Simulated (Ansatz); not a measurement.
```yaml
atoms:
  - { symbol: C, position_ang: [0.0000, 0.0000, -0.1653] }
  - { symbol: H, position_ang: [0.0000, 0.7929, 0.4958] }
  - { symbol: H, position_ang: [0.0000, -0.7929, 0.4958] }
```

Basis set: 6-31G* (spherical functions). Frozen core: 1 orbital. Charge 0, multiplicity 1.

Computed with Ansatz (development build ahead of 0.2.0); each method stands on the lowest determinant of its kind that the runs found. Restricted open shells among the atoms or ions are ROHF, correlated in semicanonical orbitals with singles.

Give the atomization energy at this shape (free ground-state atoms in the same class of orbitals less the molecule, no zero-point energy) of singlet CH₂ by RHF-MP2, RHF.

```json
{"method": "RHF-MP2", "atomization energy": "145.79 kcal/mol"}
{"method": "RHF", "atomization energy": "120.60 kcal/mol"}
```

Caution: another spin multiplicity may lie lower; in another basis set an unrestricted determinant lies well below; the shape is not the minimum.
